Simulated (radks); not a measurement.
Valence configurations of Ir (all share [Xe]). All-electron calculation, Dirac Kohn-Sham, PBE, spin-unpolarised, spherical densities, finite nucleus; open shells fill j = l - 1/2 first; Fermi nuclear charge, rms radius 5.4032 fm. Program: a radial shooting solver on a logarithmic mesh with Libxc functionals. Energies are relative to 4f14 5d7 6s2; eigenvalues in eV.

[
 {"valence": "4f14 5d7 6s2", "E (eV)": "0.000", "e(4f5/2)": "-63.456", "e(4f7/2)": "-60.337", "e(5d3/2)": "-7.758", "e(5d5/2)": "-6.543", "e(6p1/2)": "-"},
 {"valence": "4f14 5d7 6s1.5 6p0.5", "E (eV)": "2.355", "e(4f5/2)": "-64.232", "e(4f7/2)": "-61.113", "e(5d3/2)": "-8.492", "e(5d5/2)": "-7.266", "e(6p1/2)": "-2.043"},
 {"valence": "4f14 5d7 6s1 6p1", "E (eV)": "4.775", "e(4f5/2)": "-64.949", "e(4f7/2)": "-61.831", "e(5d3/2)": "-9.163", "e(5d5/2)": "-7.926", "e(6p1/2)": "-2.390"},
 {"valence": "4f14 5d6 6s2 6p1", "E (eV)": "5.910", "e(4f5/2)": "-67.779", "e(4f7/2)": "-64.659", "e(5d3/2)": "-11.020", "e(5d5/2)": "-9.703", "e(6p1/2)": "-2.771"},
 {"valence": "4f13.5 5d7 6s2 6p0.5", "E (eV)": "31.045", "e(4f5/2)": "-70.939", "e(4f7/2)": "-67.766", "e(5d3/2)": "-10.061", "e(5d5/2)": "-8.722", "e(6p1/2)": "-2.231"},
 {"valence": "4f13 5d8 6s2", "E (eV)": "58.501", "e(4f5/2)": "-74.073", "e(4f7/2)": "-70.846", "e(5d3/2)": "-8.931", "e(5d5/2)": "-7.572", "e(6p1/2)": "-"},
 {"valence": "4f12.5 5d8 6s2 6p0.5", "E (eV)": "94.897", "e(4f5/2)": "-81.893", "e(4f7/2)": "-78.610", "e(5d3/2)": "-11.366", "e(5d5/2)": "-9.884", "e(6p1/2)": "-2.218"},
 {"valence": "4f12.5 5d7 6s2 6p1.5", "E (eV)": "103.72", "e(4f5/2)": "-86.557", "e(4f7/2)": "-83.272", "e(5d3/2)": "-14.866", "e(5d5/2)": "-13.282", "e(6p1/2)": "-3.309"},
 {"valence": "4f12.5 5d6 6s2 6p2.5", "E (eV)": "115.43", "e(4f5/2)": "-91.548", "e(4f7/2)": "-88.261", "e(5d3/2)": "-18.528", "e(5d5/2)": "-16.841", "e(6p1/2)": "-4.456"},
 {"valence": "4f11.5 5d7 6s2 6p2.5", "E (eV)": "191.85", "e(4f5/2)": "-103.26", "e(4f7/2)": "-99.861", "e(5d3/2)": "-20.203", "e(5d5/2)": "-18.371", "e(6p1/2)": "-4.498"}
]

NIST lists [Xe] 4f14 5d7 6s2 as the ground configuration; this level of theory agrees among the configurations tried. The energies are those of spherical spin-averaged densities, not of single terms.
